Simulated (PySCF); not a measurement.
phosphine (H$_{3}$P), singlet, geometry from GFN2-xTB. Base run: HF/pcseg-1 run with PySCF.

Input for PySCF:
```python
from pyscf import gto, scf

mol = gto.M(
    atom='''
P    -0.00172480    0.00404332    0.12796810
H    -0.00586361    1.13365438   -0.67649381
H     1.01556265   -0.58418525   -0.60844934
H    -0.98382709   -0.61011888   -0.63457837
''',
    basis='pcseg-1',
    verbose=4,
    symmetry=True,
)

mf = scf.RHF(mol)
mf.kernel()
mf.analyze()
```

The base run was repeated with changes; each row names its change, and settings that it needs were set with it.

```json
[
 {"change": "base", "ΔE vs base (mEh)": "0.000", "point group used": "Cs", "SCF cycles": "8"},
 {"change": "irrep_nelec = A':16 A\":2", "ΔE vs base (mEh)": "899.8", "point group used": "Cs", "SCF cycles": "11"},
 {"change": "symmetry = off", "ΔE vs base (mEh)": "0.000", "point group used": "C1", "SCF cycles": "8"},
 {"change": "irrep_nelec = A':12 A\":6", "ΔE vs base (mEh)": "603.8", "point group used": "Cs", "SCF cycles": "9"}
]
```
